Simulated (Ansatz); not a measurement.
Basis-set series for `C=[CH][SnH2][Br]`. Total charge 0; spin multiplicity 1. Sn: def2 effective core potential. The structure was optimised at the PBE0-D4/def2-TZVP level. It is one conformer, not always the lowest.

```csv
functional,basis,functions,energy (Eh),HOMO (eV),LUMO (eV)
PBE0-D4,def2-SVP,111,-2866.91268,-7.92,-0.61
PBE0-D4,def2-TZVPP,230,-2867.32289,-8.05,-0.82
ωB97M-V,def2-SVP,111,-2867.05652,-10.09,1.24
ωB97M-V,def2-TZVPP,230,-2867.47147,-10.25,0.85
```

(1) Give the rows for def2-QZVPP. (Estimate.)

## Answers

(1) The calculation gave: 
```
functional       basis  functions  energy (Eh)  HOMO (eV)  LUMO (eV)
   PBE0-D4  def2-QZVPP        435  -2867.38209      -8.07      -0.89
   ωB97M-V  def2-QZVPP        435  -2867.52860     -10.27       0.62
```

Positive LUMOs are unbound and depend on the basis. Scalar relativity is left out up to krypton.

All numbers were calculated with Ansatz.
